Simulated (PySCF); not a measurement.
CH4AlIO. Atoms are numbered in the order given.

```xyz
8

Al     0.1002    -1.3762     0.0000
I     -0.0466     1.1190     0.0000
C     -1.4934    -2.4789     0.0000
H     -2.1150    -2.2680     0.8860
H     -1.2348    -3.5493     0.0000
H     -2.1150    -2.2680    -0.8860
O      1.6383    -2.1013     0.0000
H      2.4856    -1.6461     0.0000
```
Charge 0, spin multiplicity 1.

Geometry: B3LYP-D3(BJ)/def2-SVP. The def2 effective core potentials stand for the cores of I; spin–orbit coupling is left out. The values are those of a single conformer.

Calculation: B3LYP-D3(BJ)/def2-SVP (PySCF 2.14.0).

Frequencies are harmonic and unscaled.

Computed vibrational spectrum:
| mode | ν (cm⁻¹) | IR (km/mol) | Raman (Å⁴/amu) | depolarisation | moving atoms (share of kinetic energy) |
|---|---|---|---|---|---|
| 1 | 37 | 0.1 | 0.0 | – | H 98 % |
| 2 | 130 | 4.2 | 3.7 | 0.66 | C 38 %, H 25 %, Al 19 %, O 11 % |
| 3 | 177 | 8.2 | 4.3 | 0.45 | O 55 %, H 17 %, I 15 %, C 9 % |
| 4 | 190 | 10.2 | 0.3 | 0.75 | Al 62 %, H 19 %, O 13 % |
| 5 | 318 | 35.8 | 9.3 | 0.15 | Al 52 %, I 16 %, C 13 %, O 11 %, H 9 % |
| 6 | 396 | 141.1 | 1.5 | 0.75 | H 88 %, O 11 % |
| 7 | 570 | 184.1 | 0.8 | 0.67 | H 80 %, O 15 % |
| 8 | 641 | 49.7 | 12.7 | 0.10 | C 40 %, Al 27 %, H 22 %, O 11 % |
| 9 | 667 | 27.9 | 0.9 | 0.75 | H 77 %, C 17 % |
| 10 | 710 | 178.3 | 1.6 | 0.36 | H 67 %, C 21 %, Al 11 % |
| 11 | 891 | 94.5 | 3.1 | 0.35 | O 46 %, Al 44 %, H 9 % |
| 12 | 1215 | 15.7 | 7.4 | 0.15 | H 79 %, C 21 % |
| 13 | 1425 | 3.9 | 9.6 | 0.75 | H 95 % |
| 14 | 1426 | 1.1 | 10.6 | 0.75 | H 96 % |
| 15 | 3027 | 1.9 | 134.1 | 0.00 | H 97 % |
| 16 | 3114 | 2.3 | 79.6 | 0.75 | H 91 %, C 9 % |
| 17 | 3131 | 3.1 | 128.2 | 0.69 | H 91 %, C 9 % |
| 18 | 3919 | 101.0 | 110.4 | 0.29 | H 94 % |
